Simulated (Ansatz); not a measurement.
A run for Ansatz (a quantum-chemistry and plane-wave program): R-r2SCAN/def2-TZVPP on AsF2H2In (SMILES [F][In]([F])[AsH2]), a point of a torsion scan. Elements past Kr take the def2 small-core potentials; no spin–orbit coupling.

Ansatz 0.2 input:
```yaml
crystal:
  periodic: [false, false, false]
  atoms:
    - {symbol: F, position_ang: [-2.01739348, -1.75713531, 0.16726872]}
    - {symbol: In, position_ang: [-0.98382362, -0.03428655, 0.06893400]}
    - {symbol: F, position_ang: [-1.97303214, 1.57447235, -0.61542296]}
    - {symbol: As, position_ang: [1.53774902, 0.02154754, 0.69978740]}
    - {symbol: H, position_ang: [1.63144948, -1.40387707, 0.23171129]}
    - {symbol: H, position_ang: [1.82884059, 0.49412445, -0.70091909]}
basis:
  gaussian:
    orbitals: def2-TZVPP
hamiltonian:
  xc: {name: r2SCAN}
scf: {lower_state_search: off}
```

**Question.** Give the final energy of this run.

**Answer.** -2627.0508 hartree.

**Question.** How many basis functions does it have, and what does it roughly cost on one machine?

**Answer.** 188 functions; roughly 10 core-seconds.
